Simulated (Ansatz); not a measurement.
Gas-phase electronic energies from Ansatz, PBE0-D4/def2-TZVP geometries. CCSD(T)/CBS adds triple-zeta CCSD(T) − MP2 to the extrapolated MP2 energy (def2 sets, frozen cores). For Ge outer-core shells are correlated without core-valence functions, which leaves a few kJ/mol of doubt a bond. Scalar relativity is left out up to krypton. Each species was taken in one conformer, which may not be the lowest.

Consider the redistribution: `N[SiH2]O[Si](N)(O)O` + `[NH2][GeH2][CH2]O` → `[NH2][GeH2][Si](N)(O)O` + `N[SiH2]OCO`.

```
                 species  CCSD(T)/CBS(def2) energy (Eh)
   `N[SiH2]O[Si](N)(O)O`                     -918.19669
     `[NH2][GeH2][CH2]O`                    -2248.24919
`[NH2][GeH2][Si](N)(O)O`                    -2629.92076
            `N[SiH2]OCO`                     -536.45805
```

Question: Work out ΔE.

Answer: ΔE = (-2629.92076) + (-536.45805) − (-918.19669) − (-2248.24919) = 0.06707 Eh = +176.1 kJ/mol.

Largest T1 diagnostic among the species: 0.012.

From PBE to PBE0 (25 % exact exchange), in def2-TZVPP and without D4, ΔE moves by +8.8 kJ/mol. The D4 term adds +5.8 kJ/mol with B3LYP and +3.0 kJ/mol with PBE0; it sums over pairs of atoms, weighted by their polarisabilities, and B3LYP, whose exchange is more repulsive, gets the larger term.

B3LYP here is the variant with VWN-RPA as its local correlation; programs differ in this.
